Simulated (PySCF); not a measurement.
Computed shifts of a molecule C5H5Cl, PBE/pcSseg-1 (PySCF), GIAO, gas phase, atoms alike by connectivity averaged where their shifts nearly agree, in ppm (number of nuclei): ¹³C: 224.4 (1), 137.4 (1), 130.1 (1), 93.7 (1), 83.9 (1). ¹H: 6.70 (1), 5.93 (1), 5.91 (1), 5.61 (2). References: ¹³C against TMS (σ = 182.0 ppm); ³⁵Cl against HCl (σ = 936.5 ppm); ¹H against TMS (σ = 31.49 ppm), references at their B3LYP-D3(BJ)/def2-TZVP geometries, non-relativistic (without spin–orbit terms, shifts of atoms bonded to Cl or Br come out too high). Geometry optimised at PBE0-D3(BJ)/def2-SVP. One conformer was computed; it need not be the lowest.

Question: Which molecule gave these data?
A. C#C[C@H]1C[C@H]1Cl
B. C=CC=C=CCl
C. C=C=C(Cl)C=C
D. C=C=C/C=C/Cl

Answer: D, C=C=C/C=C/Cl
